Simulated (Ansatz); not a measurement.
Consider the substitution at a C–Si bond: `C#C[SiH](O)F` + `N[SiH3]` → `C#CN[SiH3]` + `O[SiH2]F`.

Calculated with Ansatz (gas phase, PBE0-D4/def2-TZVP geometries, no zero-point term in ΔE). CCSD(T)/CBS is the MP2 limit (def2-TZVPP, def2-QZVPP) plus CCSD(T) − MP2 in def2-TZVPP, frozen cores. This one scheme is used for every species. DFT in def2-TZVPP. Each species was taken in one conformer, which may not be the lowest.

CCSD(T)/CBS gives +23.6 kcal/mol.

Another level gave +19.1 kcal/mol. Which?
A. PBE-D4/def2-TZVPP
B. LDA (SPW92)/def2-TZVPP
C. r2SCAN/def2-TZVPP
D. MP2/def2-TZVPP

A. PBE-D4 19.1, LDA (SPW92) 16.5, MP2/def2-TZVPP 23.4, r2SCAN 21.3 kcal/mol.

Largest T1 diagnostic among the species: 0.013.

Leaving LDA and LC-ωPBE aside and taking each functional with its dispersion term where it has one, the values, not all of them listed here, spread over 3.5 kcal/mol, from PBE-D4 to B97M-V. LDA lies −2.6 kcal/mol from PBE without D4. In def2-TZVPP, CCSD(T) changes the Hartree–Fock value by +1.8 kcal/mol (the triples alone add +0.2 kcal/mol) and MP2 by +2.0 kcal/mol. From BLYP to BHLYP (50 % exact exchange), in def2-TZVPP and without D4, ΔE moves by +0.8 kcal/mol.
